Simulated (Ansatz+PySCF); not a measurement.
Values are calculated unless marked as measured or tabulated.
Several solutions for doublet NiF

```xyz
2

Ni    0.0000    0.0000    0.0000
F     0.0000    0.0000    1.7390
```

Basis set: def2-SVP (spherical functions). Charge 0, multiplicity 2.

PBE0 (unrestricted) was run from several starts with Ansatz (development build ahead of 0.2.0) and PySCF 2.14.0.

| run | program | start | converged | energy (hartree) | <S²> |
| --- | --- | --- | --- | --- | --- |
| A | PySCF | guess minao, instabilities followed | yes | -1607.50807 | 1.22 |
| B | Ansatz | atomic start, no search | yes | -1607.50803 | 1.22 |
| C | PySCF | program defaults | no | – | – |
| D | Ansatz | stability test followed | yes | -1607.50803 | 1.22 |
| E | PySCF | guess huckel, instabilities followed | yes | -1607.50805 | 1.22 |
| F | Ansatz | search for the lowest state | yes | -1607.50803 | 1.22 |
| G | PySCF | guess atom, instabilities followed | yes | -1607.50807 | 1.22 |

Task: Which runs reached the lowest solution of this kind, and what is wrong with the others?

Result: A, B, D, E, F, G reached the lowest solution found or ended within 0.01 eV of it (a small difference can mark another solution nearby). Not converged: C. Caution: another spin multiplicity may lie lower. Caution: the unrestricted determinant is spin contaminated.
